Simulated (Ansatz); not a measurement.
Isolated molecules relaxed with PBE0-D4/def2-TZVP in Ansatz; ΔE leaves out vibrations. CBS: MP2 limit from def2 TZ/QZ plus the TZ coupled-cluster correction, frozen cores. This one scheme is used for every species, atoms too. For atomizations the MP2-based limit and the directly extrapolated one differ by several kJ/mol either way, and by 10 to 25 for some Ge, Se and Sn compounds, so smaller differences from it don't rank the levels. Functionals use def2-TZVPP. HSE06 is defined as in plane-wave codes. No spin–orbit coupling; open shells (•) take unrestricted orbitals. Spin–orbit coupling would lower the free atoms: a little for Al, O, Si; clearly for Ge. Bonds to Ge are less sure, by a few kJ/mol each and by 10 to 20 or more in all where they break to atoms, as the def2 sets lack core-valence functions. Scalar relativity is left out up to krypton. One conformer a species, not always the lowest.

Consider the atomization: `[OH][Al]1[O][GeH2][SiH2]1` → Al• + Ge• + 5 H• + 2 O• + Si•.

`[OH][Al]1[O][GeH2][SiH2]1`:

Z-matrix (Å, degrees):
```
Ge
Si 1 2.402
Al 1 2.811 2 55.2
O 1 1.816 2 91.0 3 0.0
H 1 1.540 2 118.4 3 110.9
H 1 1.540 2 118.4 3 -110.9
H 2 1.488 1 115.5 3 115.2
H 2 1.488 1 115.4 3 -115.2
O 3 1.686 1 162.9 2 -180.0
H 9 0.955 3 124.6 1 179.9
```

Question: What is ΔE at CCSD(T)/CBS? (Best estimate.)

Answer: Ansatz gave: +3333.5 kJ/mol.

Question: What do these levels give: LDA (SPW92), PBE0-D4, HSE06-D4, BLYP, r2SCAN, CAM-B3LYP? (An estimate is asked.)

Answer: Computed: LDA (SPW92) 3777.1, PBE0-D4 3260.0, HSE06-D4 3261.3, BLYP 3215.8, r2SCAN 3323.8, CAM-B3LYP 3278.0 kJ/mol.

Largest T1 diagnostic among the species: 0.018.

The D4 term adds +39.9 kJ/mol with B3LYP and +21.0 kJ/mol with PBE0; it sums over pairs of atoms, weighted by their polarisabilities, and B3LYP, whose exchange is more repulsive, gets the larger term. From PBE to PBE0 (25 % exact exchange), in def2-TZVPP and without D4, ΔE moves by −58.5 kJ/mol: exact exchange takes away binding that semilocal exchange gives to molecules. At CCSD(T), def2-SVP lies −276.8 kJ/mol from the extrapolated value and def2-TZVPP −95.2 kJ/mol: correlation converges slowly with the basis, and small sets miss more of it in the bonded molecule than in its fragments.

B3LYP here is the variant with VWN-RPA as its local correlation; programs differ in this.
